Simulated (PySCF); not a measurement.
**Solvent effects on NMR parameters**

Structure with atom numbers: `[O:1]=[C:2]1[O:3][CH2:4][C@@H:5]1[S:6](=[O:7])(=[O:8])[O-:9]`; H(Xn) means a hydrogen on atom n. Ha(C4) is cis to S6 on the ring; Hb(C4) is trans to S6 on the ring.

GIAO PBE0/pcSseg-1 in PySCF 2.14.0 with density-fitted response routines on one PBE0-D3(BJ)/def2-SVP conformer, non-relativistic, equivalent nuclei averaged. Solvents enter as an IEF-PCM continuum (benzene with ε = 2.3, chloroform with ε = 4.7) around the gas-phase geometry. Shifts are referred to TMS, CS2 computed in the same medium.

In benzene, δ in ppm: C2 171.4, C5 76.0, C4 64.2, S6 322.3, Ha(C4) 4.36, H(C5) 4.09, Hb(C4) 4.04. Dipole moment 6.25 D.

**Question.** How does each δ change in the more polar medium?

**Answer.** 
```json
{"atoms": "C2", "environment": "ester carbonyl carbon", "Δδ, chloroform": "+1.0"}
{"atoms": "C5", "environment": "sp3 CH bonded to S, α to a carbonyl", "Δδ, chloroform": "+0.6"}
{"atoms": "C4", "environment": "sp3 CH2 bonded to O", "Δδ, chloroform": "+0.4"}
{"atoms": "S6", "environment": "sulfonyl sulfur", "Δδ, chloroform": "0.0"}
{"atoms": "Ha(C4)", "environment": "hydrogen on an sp3 CH2 bonded to O", "Δδ, chloroform": "+0.02"}
{"atoms": "H(C5)", "environment": "hydrogen on an sp3 CH bonded to S, α to a carbonyl", "Δδ, chloroform": "+0.17"}
{"atoms": "Hb(C4)", "environment": "hydrogen on an sp3 CH2 bonded to O", "Δδ, chloroform": "+0.23"}
```

Changes are relative to benzene. The dipole moment becomes 6.71 D in chloroform.

**Question.** Which nuclei move most (in ppm), and what does the model miss?

**Answer.** C2 (ester carbonyl carbon, +1.0 ppm) in chloroform. A continuum only polarises the solute; specific hydrogen bonds, the anisotropy of aromatic solvents and changes of geometry or conformer are outside it, as are counter-ions.
